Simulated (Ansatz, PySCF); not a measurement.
Pair of molecules: CH2O (SMILES C=O) (first 4 atoms) with H2 (SMILES [H][H]); geometry from B3LYP-D3(BJ)/def2-TZVP.
(charge 0, multiplicity 1):
```xyz
6

C     -0.35074    -0.50689     0.04175
O      0.32919     0.24202    -0.60193
H     -1.40292    -0.27409     0.29597
H      0.03506    -1.47354     0.41948
H      0.13517     0.37666     2.95772
H     -0.30583    -0.11932     3.29485
```

Interaction energies are E(AB) − E(A) − E(B) at the monomers' geometry in the complex; basis-set methods are counterpoise corrected. Rows marked so take none.

Cores are frozen in the correlated methods. Rows in 3-21G carry no dispersion term and start afresh at each structure.

Programs: Ansatz (a program for electronic structure) with Gaussian orbitals; PySCF for 3-21G rows, the dispersion terms. 

```
level                          interaction energy (kJ/mol)
-----------------------------  ---------------------------
PBE/def2-TZVPPD                                       -1.3
B3LYP/3-21G (no counterpoise)                          0.1
B3LYP-D4/def2-TZVPPD                                  -1.3
PBE0/def2-TZVPPD                                      -1.0
PBE0-D4/def2-TZVPPD                                    ___
BHLYP/def2-TZVPPD                                     -0.5
CAM-B3LYP/def2-TZVPPD                                 -0.7
SCS-MP2/aug-cc-pVTZ                                   -1.0
CCSD/aug-cc-pVDZ                                      -1.0
```

Fill in the missing entries.


- PBE0-D4/def2-TZVPPD, interaction energy (kJ/mol): -2.0
